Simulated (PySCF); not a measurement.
Excitation energy of Ru⁺ by level of theory

Ru⁺ [Kr] 4d7 (4F) → Ru⁺ [Kr] 4d6 5s1 (6D), as a difference of total energies. Calculation: PySCF 2.14, in x2c-TZVPPall (8s6p6d2f1g, 79 functions); scalar relativity by spin-free X2C-1e. Correlated levels: valence: [Kr] frozen; valence and next inner shell: [Ar] 3d10 frozen. The calculations carry no spin-orbit coupling.

Q: Order these methods by the excitation energy they give, lowest first.
A. LC-wPBE
B. PBEsol
C. SCS-MP2 (valence)
D. UHF

A: D (0.364 eV), B (0.971 eV), A (1.284 eV), C (1.528 eV).

Errors of the correlated levels include the incompleteness of this basis and the frozen core.

The basis was made for the ground configuration and has no added diffuse functions, so the excitation energy can come out too high.

For comparison: 1.090 eV (measured; NIST levels, between the centres of gravity of the two terms).
